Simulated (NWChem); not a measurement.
Everything below was run with NWChem. System: H3B, charge 0, spin multiplicity 1, at a geometry optimised with B3LYP/def2-SVP. The structure started from a generated list of species. Level: B3LYP/def2-TZVPP, VWN1-RPA local correlation.

Input file:

```
start mol
memory heap 200 mb stack 900 mb global 1100 mb
geometry units angstroms nocenter noautoz
  B      0.000000     0.000000    -0.000000
  H      0.000000     0.000000     1.204392
  H     -1.043033     0.000000    -0.602195
  H      1.043033     0.000000    -0.602195
  symmetry group C2v
end
basis spherical
  * library def2-tzvpp
end
dft
  xc b3lyp
  semidirect memsize 60000000 filesize 0
  iterations 100
end
task dft energy
```

NWChem printed:

```
             Northwest Computational Chemistry Package (NWChem) 7.3.0
             --------------------------------------------------------

                                NWChem Input Module
                                -------------------

 Scaling coordinates for geometry "geometry" by  1.889725989
 (inverse scale =  0.529177249)

 Turning off AUTOSYM since
 SYMMETRY directive was detected!

                             Geometry "geometry" -> ""
                             -------------------------

 Output coordinates in angstroms (scale by  1.889725989 to convert to a.u.)

  No.       Tag          Charge          X              Y              Z
 ---- ---------------- ---------- -------------- -------------- --------------
    1 B                    5.0000     0.00000000     0.00000000     0.00000000
    2 H                    1.0000     0.00000000     0.00000000     1.20439200
    3 H                    1.0000    -1.04303300     0.00000000    -0.60219500
    4 H                    1.0000     1.04303300     0.00000000    -0.60219500

 Effective nuclear repulsion energy (a.u.)       7.3516160856

            Nuclear Dipole moment (a.u.)
            ----------------------------
        X                 Y               Z
 ---------------- ---------------- ----------------
     0.0000000000     0.0000000000     0.0000037795

      Symmetry information
      --------------------

 Group name             C2v
 Group number             16
 Group order               4
 No. of unique centers     3

      Symmetry unique atoms

     1    2    3


 Summary of "ao basis" -> "" (spherical)
 ------------------------------------------------------------------------------
       Tag                 Description            Shells   Functions and Types
 ---------------- ------------------------------  ------  ---------------------
 *                         def2-tzvpp                 on all atoms

                                 NWChem DFT Module
                                 -----------------

 Summary of "ao basis" -> "ao basis" (spherical)
 ------------------------------------------------------------------------------
       Tag                 Description            Shells   Functions and Types
 ---------------- ------------------------------  ------  ---------------------
 B                         def2-tzvpp               11       31   5s3p2d1f
 H                         def2-tzvpp                6       14   3s2p1d

 Summary of "ao basis" -> "ao basis" (spherical)
 ------------------------------------------------------------------------------
       Tag                 Description            Shells   Functions and Types
 ---------------- ------------------------------  ------  ---------------------
 B                         def2-tzvpp               11       31   5s3p2d1f
 H                         def2-tzvpp                6       14   3s2p1d

      Symmetry analysis of basis
      --------------------------

        a1         31
        a2          8
        b1         20
        b2         14

            General Information
            -------------------
          SCF calculation type: DFT
          Wavefunction type:  closed shell.
          No. of atoms     :     4
          No. of electrons :     8
           Alpha electrons :     4
            Beta electrons :     4
          Charge           :     0
          Spin multiplicity:     1
          Use of symmetry is: on ; symmetry adaption is: on
          Maximum number of iterations: 100
[...]
 ---------------- ----- ----------------- --------- --------- ---------  ------
 d= 0,ls=0.0,diis     1    -26.6105362833 -3.40D+01  3.83D-03  1.04D-01     0.5
 d= 0,ls=0.0,diis     2    -26.6218731173 -1.13D-02  1.31D-03  1.31D-02     0.6
 d= 0,ls=0.0,diis     3    -26.6238119778 -1.94D-03  4.00D-04  2.29D-03     0.6
 d= 0,ls=0.0,diis     4    -26.6241950389 -3.83D-04  1.33D-05  1.07D-06     0.7
 d= 0,ls=0.0,diis     5    -26.6241952371 -1.98D-07  1.95D-06  1.14D-08     0.8

         Total DFT energy =      -26.624195237059
      One electron energy =      -48.952766908769
           Coulomb energy =       20.111516567218
    Exchange-Corr. energy =       -5.134560981119
 Nuclear repulsion energy =        7.351616085611

 Numeric. integr. density =        7.999999252172

     Total iterative time =      0.6s

                  Occupations of the irreducible representations
                  ----------------------------------------------

                     irrep           alpha         beta
                     --------     --------     --------
                     a1                3.0          3.0
                     a2                0.0          0.0
                     b1                1.0          1.0
                     b2                0.0          0.0

                       DFT Final Molecular Orbital Analysis
                       ------------------------------------

 Vector    2  Occ=2.000000D+00  E=-5.164430D-01  Symmetry=a1
              MO Center=  9.3D-15, -1.6D-16,  1.4D-06, r^2= 1.4D+00
   Bfn.  Coefficient  Atom+Function         Bfn.  Coefficient  Atom+Function
  ----- ------------  ---------------      ----- ------------  ---------------
     3      0.329000  1 B  s                  4      0.290600  1 B  s
     2     -0.190404  1 B  s                 33      0.127271  2 H  s
    47      0.127271  3 H  s                 61      0.127271  4 H  s
     1     -0.098428  1 B  s                 32      0.096506  2 H  s
    46      0.096505  3 H  s                 60      0.096505  4 H  s

 Vector    3  Occ=2.000000D+00  E=-3.566285D-01  Symmetry=a1
              MO Center= -7.8D-10, -2.8D-16,  3.5D-01, r^2= 1.6D+00
   Bfn.  Coefficient  Atom+Function         Bfn.  Coefficient  Atom+Function
  ----- ------------  ---------------      ----- ------------  ---------------
     8      0.324952  1 B  pz                11      0.232868  1 B  pz
    33      0.221530  2 H  s                 32      0.173360  2 H  s
    34      0.149501  2 H  s                 47     -0.110765  3 H  s
    61     -0.110765  4 H  s                 46     -0.086680  3 H  s
    60     -0.086680  4 H  s                 48     -0.074750  3 H  s

 Vector    4  Occ=2.000000D+00  E=-3.566284D-01  Symmetry=b1
              MO Center=  7.8D-10, -1.0D-25, -3.5D-01, r^2= 1.6D+00
   Bfn.  Coefficient  Atom+Function         Bfn.  Coefficient  Atom+Function
  ----- ------------  ---------------      ----- ------------  ---------------
     6      0.324952  1 B  px                 9      0.232869  1 B  px
    47     -0.191850  3 H  s                 61      0.191850  4 H  s
    46     -0.150134  3 H  s                 60      0.150134  4 H  s
    48     -0.129471  3 H  s                 62      0.129471  4 H  s
    12      0.057345  1 B  px                23      0.031148  1 B  d  1

 Vector    5  Occ=0.000000D+00  E=-8.248322D-02  Symmetry=b2
              MO Center=  1.6D-16, -1.4D-15,  3.3D-07, r^2= 2.4D+00
   Bfn.  Coefficient  Atom+Function         Bfn.  Coefficient  Atom+Function
  ----- ------------  ---------------      ----- ------------  ---------------
    13      0.453336  1 B  py                 7      0.367264  1 B  py
    10      0.338898  1 B  py                39      0.028222  2 H  py
    53      0.028222  3 H  py                67      0.028222  4 H  py

 Vector    6  Occ=0.000000D+00  E= 6.218475D-02  Symmetry=a1
              MO Center=  3.1D-18,  3.6D-15,  9.4D-07, r^2= 6.7D+00
   Bfn.  Coefficient  Atom+Function         Bfn.  Coefficient  Atom+Function
  ----- ------------  ---------------      ----- ------------  ---------------
     5     -2.514056  1 B  s                  4      2.332122  1 B  s
    33     -0.228751  2 H  s                 47     -0.228750  3 H  s
    61     -0.228750  4 H  s                 34      0.146432  2 H  s
    48      0.146438  3 H  s                 62      0.146438  4 H  s
     2     -0.109287  1 B  s                 24      0.088580  1 B  d  2

 Vector    7  Occ=0.000000D+00  E= 9.500293D-02  Symmetry=b1
              MO Center= -9.3D-11, -1.9D-16,  7.9D-01, r^2= 6.7D+00
   Bfn.  Coefficient  Atom+Function         Bfn.  Coefficient  Atom+Function
  ----- ------------  ---------------      ----- ------------  ---------------
    12      2.229456  1 B  px                48      1.427766  3 H  s
    62     -1.427766  4 H  s                  9     -0.222871  1 B  px
     6     -0.076973  1 B  px                46      0.065780  3 H  s
    60     -0.065780  4 H  s                 18     -0.045805  1 B  d  1
    38      0.045736  2 H  px                23      0.030648  1 B  d  1

 center of mass
 --------------
 x =   0.00000000 y =   0.00000000 z =   0.00000027

 moments of inertia (a.u.)
 ------------------
           7.830857142541           0.000000000000           0.000000000000
           0.000000000000          15.661706915986           0.000000000000
           0.000000000000           0.000000000000           7.830849773444

     Multipole analysis of the density
     ---------------------------------

     L   x y z        total         alpha         beta         nuclear
     -   - - -        -----         -----         ----         -------
     0   0 0 0     -0.000000     -4.000000     -4.000000      8.000000

     1   1 0 0     -0.000000     -0.000000     -0.000000      0.000000
     1   0 1 0     -0.000000     -0.000000     -0.000000      0.000000
     1   0 0 1     -0.000003     -0.000003     -0.000003      0.000004

     2   2 0 0     -7.015066     -7.392558     -7.392558      7.770049
     2   1 1 0     -0.000000     -0.000000     -0.000000      0.000000
     2   1 0 1     -0.000000     -0.000000     -0.000000      0.000000
     2   0 2 0     -5.394745     -2.697373     -2.697373      0.000000
     2   0 1 1     -0.000000     -0.000000     -0.000000      0.000000
     2   0 0 2     -7.015069     -7.392563     -7.392563      7.770056

 Task  times  cpu:        0.8s     wall:        0.8s

 Total times  cpu:        0.8s     wall:        0.8s
```
